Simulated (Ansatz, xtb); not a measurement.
# Relative energy of two isomers of CH10AsBSi

Structure X: `C[BH2-][AsH2+][SiH3]`, a singlet. Structure Y: `[BH3-][AsH2+][SiH2]C`, a singlet. Both are isolated molecules in the gas phase, relaxed with B3LYP-D3(BJ)/def2-SVP; the shapes shown needn't be the lowest conformers.

X (Å):

```yaml
atoms:
  - { symbol: C, position_ang: [-1.6342, 0.7166, 2.1155] }
  - { symbol: As, position_ang: [-0.2800, -0.0710, -0.5462] }
  - { symbol: B, position_ang: [-1.0600, 1.4283, 0.7953] }
  - { symbol: Si, position_ang: [0.6435, 0.7297, -2.5839] }
  - { symbol: H, position_ang: [-2.0257, 1.5073, 2.7814] }
  - { symbol: H, position_ang: [-0.8728, 0.1686, 2.6967] }
  - { symbol: H, position_ang: [-2.4740, 0.0267, 1.9240] }
  - { symbol: H, position_ang: [-1.8708, 1.9321, 0.0305] }
  - { symbol: H, position_ang: [-0.0408, 2.0940, 0.9140] }
  - { symbol: H, position_ang: [-1.2059, -1.1565, -1.0686] }
  - { symbol: H, position_ang: [0.8396, -0.9830, -0.0739] }
  - { symbol: H, position_ang: [1.1389, -0.4003, -3.4167] }
  - { symbol: H, position_ang: [1.7602, 1.6431, -2.2247] }
  - { symbol: H, position_ang: [-0.4375, 1.4656, -3.2910] }
```

Y (Å):

```json
{"atom": "C", "x (Å)": "-1.0645", "y (Å)": "1.4843", "z (Å)": "2.2994"}
{"atom": "As", "x (Å)": "1.6350", "y (Å)": "-0.1880", "z (Å)": "0.7503"}
{"atom": "B", "x (Å)": "2.8113", "y (Å)": "-1.9218", "z (Å)": "0.5711"}
{"atom": "Si", "x (Å)": "-0.1582", "y (Å)": "-0.1644", "z (Å)": "2.3148"}
{"atom": "H", "x (Å)": "3.2493", "y (Å)": "-2.0376", "z (Å)": "1.7020"}
{"atom": "H", "x (Å)": "3.6244", "y (Å)": "-1.6327", "z (Å)": "-0.2856"}
{"atom": "H", "x (Å)": "1.9770", "y (Å)": "-2.7509", "z (Å)": "0.2538"}
{"atom": "H", "x (Å)": "0.9316", "y (Å)": "0.3118", "z (Å)": "-0.4985"}
{"atom": "H", "x (Å)": "2.3447", "y (Å)": "1.1047", "z (Å)": "1.1096"}
{"atom": "H", "x (Å)": "0.4630", "y (Å)": "-0.4477", "z (Å)": "3.6378"}
{"atom": "H", "x (Å)": "-1.0456", "y (Å)": "-1.2930", "z (Å)": "1.9209"}
{"atom": "H", "x (Å)": "-1.8899", "y (Å)": "1.4738", "z (Å)": "3.0297"}
{"atom": "H", "x (Å)": "-1.4893", "y (Å)": "1.6894", "z (Å)": "1.3045"}
{"atom": "H", "x (Å)": "-0.3839", "y (Å)": "2.3088", "z (Å)": "2.5627"}
```

Task: Estimate E(Y) − E(X) at the level CCSD(T)/def2-SVP + ΔMP2/def2-TZVPP.

Result: Calculated at CCSD(T)/def2-SVP + ΔMP2/def2-TZVPP: E(Y) − E(X) = −0.219 eV, so structure Y lies lower.

The same difference at several levels:

```json
{"level": "GFN2-xTB", "geometry": "GFN2-xTB", "E(Y) − E(X) (eV)": "−0.105", "departure from the last row (eV)": "+0.114", "job, with rough time for the two": "optimisation, 3.3 s"}
{"level": "HF/STO-3G", "geometry": "GFN2-xTB", "E(Y) − E(X) (eV)": "−0.272", "departure from the last row (eV)": "−0.053", "job, with rough time for the two": "single point, 3.5 s"}
{"level": "r2SCAN-D4/def2-SVP", "geometry": "GFN2-xTB", "E(Y) − E(X) (eV)": "−0.219", "departure from the last row (eV)": "0.000", "job, with rough time for the two": "single point, 15 s"}
{"level": "B3LYP-D3(BJ)/def2-SVP", "geometry": "B3LYP-D3(BJ)/def2-SVP", "E(Y) − E(X) (eV)": "−0.171", "departure from the last row (eV)": "+0.048", "job, with rough time for the two": "optimisation, 5.6 min"}
{"level": "HF/def2-SVP", "geometry": "B3LYP-D3(BJ)/def2-SVP", "E(Y) − E(X) (eV)": "−0.153", "departure from the last row (eV)": "+0.066", "job, with rough time for the two": "part of the CCSD(T) run"}
{"level": "MP2/def2-SVP", "geometry": "B3LYP-D3(BJ)/def2-SVP", "E(Y) − E(X) (eV)": "−0.157", "departure from the last row (eV)": "+0.062", "job, with rough time for the two": "part of the CCSD(T) run"}
{"level": "CCSD(T)/def2-SVP", "geometry": "B3LYP-D3(BJ)/def2-SVP", "E(Y) − E(X) (eV)": "−0.132", "departure from the last row (eV)": "+0.087", "job, with rough time for the two": "single point"}
{"level": "CCSD(T)/def2-SVP + ΔMP2/def2-TZVPP", "geometry": "B3LYP-D3(BJ)/def2-SVP", "E(Y) − E(X) (eV)": "−0.219", "departure from the last row (eV)": "", "job, with rough time for the two": "single point, 1.8 min"}
```

As drawn, Y has 1 C–Si, 1 B–H in place of 1 C–B, 1 Si–H.

None of the levels shown reverses the order. The largest departure from CCSD(T)/def2-SVP + ΔMP2/def2-TZVPP is that of GFN2-xTB, 0.114 eV. The last row adds to CCSD(T) the change of the MP2 difference between the two basis sets, here −0.087 eV.

With harmonic frequencies from B3LYP-D3(BJ)/def2-SVP (ideal gas, rigid rotor, one conformer each, 400 K, 1 atm): on the last row, ΔE + ΔZPE = −0.208 eV. A mode under 50 cm⁻¹ makes harmonic enthalpies and free energies unreliable, so none is given.

The correlated steps freeze 16 core orbitals; the filled d shell of As is correlated, in a basis made for valence electrons. Programs: Ansatz 0.2.0, xtb 6.7.1; the last row on 2 threads of Intel(R) Xeon(R) Processor @ 2.50GHz (Skylake/Cascade Lake) on a shared host.
